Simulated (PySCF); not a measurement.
r2SCAN on B⁻ (boron, charge -1), [He] 2s2 2p2, high-spin 3P determinant. All numbers are calculated (PySCF 2.14, no relativity, point nucleus, in aug-cc-pVTZ (5s4p3d2f, 46 functions)).

```
cycle= 1 E= -24.6578895724942  delta_E= -0.00411  |g|= 0.00955  |ddm|= 0.232
cycle= 2 E= -24.6580216808264  delta_E= -0.000132  |g|= 0.00293  |ddm|= 0.0385
cycle= 3 E= -24.6580119265482  delta_E= 9.75e-06  |g|= 0.00387  |ddm|= 0.0265
cycle= 4 E= -24.658034569195  delta_E= -2.26e-05  |g|= 0.000483  |ddm|= 0.0164
cycle= 5 E= -24.6580349260649  delta_E= -3.57e-07  |g|= 3.86e-05  |ddm|= 0.0021
cycle= 6 E= -24.6580349299  delta_E= -3.84e-09  |g|= 9.97e-06  |ddm|= 0.000285
cycle= 7 E= -24.6580349301017  delta_E= -2.02e-10  |g|= 7.22e-07  |ddm|= 4.57e-05
converged SCF energy = -24.6580349301017  <S^2> = 2.0071633  2S+1 = 3.0047717
```

Highest occupied orbital energy: 1.729 eV; ⟨L²⟩ = 2.02; populations by l: s 4.00, p 2.00, d 0.00, f 0.00.

(1) Can this result be used?

Results:

(1) With care. The run converged. At r2SCAN the highest occupied level has a positive energy, so only the finite basis holds that electron; in a semilocal or global hybrid functional this comes from self-interaction and does not mean that the real anion is unbound.
